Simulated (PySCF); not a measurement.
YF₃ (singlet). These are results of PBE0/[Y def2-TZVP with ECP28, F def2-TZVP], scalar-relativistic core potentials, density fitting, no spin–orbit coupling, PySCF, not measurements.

Harmonic bands of its minimum:

| ω (cm⁻¹) | IR (km/mol, summed over degenerate members) | degeneracy |
| --- | --- | --- |
| 55 | 98.6 | 1 |
| 147 | 35.9 | 2 |
| 572 | 0.0 | 1 |
| 594 | 474 | 2 |

Question: The central atom is Y. Infer the point group and assign the bands.

Answer: D3h. The modes span a2'' + 2e' + a1': 55 a2'', 147 e', 572 a1', 594 e'. The computed geometry has Y–F 1.997 Å (×3); F–Y–F 120.0° (×3).

Only a few start shapes were tried, so a lower isomer may exist.
